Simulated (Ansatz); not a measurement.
Basis-set extrapolation for CHFNOSi, SMILES `O=C=N[SiH]F` radical (PBE0-D4/def2-TZVP geometry, frozen core, Ansatz). Multiplicity 2, UHF reference.

|  | def2-TZVPP | def2-QZVPP |
| --- | --- | --- |
| HF | -556.339490 | -556.361043 |
| MP2 correlation | -0.903482 | -0.977297 |
| CCSD(T) correlation | -0.946850 | not run |

Energies in hartree. Use E(X) = E(∞) + A·exp(−7.88·√X) for Hartree–Fock and E(X) = E(∞) + B·X^(−2.97) for correlation, with X = 3 and 4, and add CCSD(T) minus MP2 of the smaller set to the MP2 limit.

Problem. What is the CCSD(T) energy at the basis-set limit?

Solution. HF limit: -556.361043 + (-0.021553) × 0.13774 = -556.36401. MP2 limit: -0.977297 + (-0.073815) × 0.74074 = -1.03197. Higher-order term: -0.946850 − (-0.903482) = -0.04337. Total: -557.43935 hartree, 96.0 kcal/mol below CCSD(T)/def2-TZVPP.
